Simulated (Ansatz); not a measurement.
Isomers of K$_{4}$H$_{4}$ (singlet), relaxed with PBE0-D4/def2-SVP; total energies from Ansatz at CCSD(T)/def2-TZVP.

| isomer | description | energy (Eh) |
| --- | --- | --- |
| A | (KH)4 cube (K₄H₄) | -2399.70958 |
| B | (KH)4 ring (K₄H₄) | -2399.68530 |

Correlated methods freeze 20 core orbitals; core or outer-core shells of K are correlated, in sets that lack core-valence functions.

**Question.** Work out the relative energies (1 Eh = 2625.5 kJ/mol) and the Boltzmann populations at 800 K from electronic energies alone (R = 8.314 J/mol/K).

**Answer.** ΔE: A 0.0, B 63.7 kJ/mol. RT = 6.65 kJ/mol. Factors exp(−ΔE/RT): A 1, B 6.92e-05; sum 1.000. Populations: A 100.0 %, B 0.0 %. Zero-point energy, vibrational entropy and symmetry numbers are left out and can shift these; an error of 4 kJ/mol changes a ratio by a factor of 1.8. Over the other density-functional and correlated levels in def2 sets, the gap between A and B ranges from 50 to 70 kJ/mol.
